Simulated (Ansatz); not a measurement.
`CBC=O` → `BC=O` + `[CH2]` (triplet) at 400 K and 1 bar (formal loss of a carbene).

Computed with Ansatz on PBE0-D4/def2-TZVP structures; ΔE is electronic, products minus reactants. CBS: MP2 limit from def2 TZ/QZ plus the TZ coupled-cluster correction, frozen cores. This one scheme is used for every species. Triplets are unrestricted, without spin–orbit coupling. Each species was taken in one conformer, which may not be the lowest.

```
          species  CCSD(T)/CBS energy (Eh)  H − E (kJ/mol)  S (J/(mol·K))
          `CBC=O`               -179.04425           200.8          338.4
           `BC=O`               -139.76288           119.8          286.1
`[CH2]` (triplet)                -39.09499            59.0          205.7
```

H − E and S are ideal-gas, rigid-rotor, harmonic terms from PBE0-D4/def2-TZVP, for one conformer and one mirror image of each species, with the whole ground term of open shells counted as degenerate. 1 Eh = 2625.50 kJ/mol, R = 8.31446 J/(mol·K).

By hand: ΔE, ΔH, ΔS and ΔG.

ΔE = (-139.76288) + (-39.09499) − (-179.04425) = 0.18638 Eh = 489.3 kJ/mol. Δ(H − E) = 119.8 + 59.0 − 200.8 = -22.0, so ΔH = 467.3 kJ/mol. ΔS = 286.1 + 205.7 − 338.4 = 153.4 J/(mol·K). ΔG = 467.3 − 400 × (153.4)/1000 = 405.9 kJ/mol.

By hand: the equilibrium constant, and the temperature at which ΔG would vanish if ΔH and ΔS stayed fixed.

log₁₀ K = −ΔG/(RT ln 10) = -53.0. ΔG = 0 at ΔH/ΔS = 3046 K, far beyond where these terms or the molecules hold.

The number of gas molecules changes by +1, which sets the sign of ΔS. A doubt of 5 kJ/mol in ΔE shifts log₁₀ K by 0.7 here. Other conformers and mirror images would add mixing entropy, several J/(mol·K) or more a flexible species. A triplet takes part, so the spin changes. These are equilibria of isolated gas molecules and say nothing of rates. Largest T1 diagnostic: 0.021 (customary marks: 0.02 for closed shells, 0.045 for open ones).
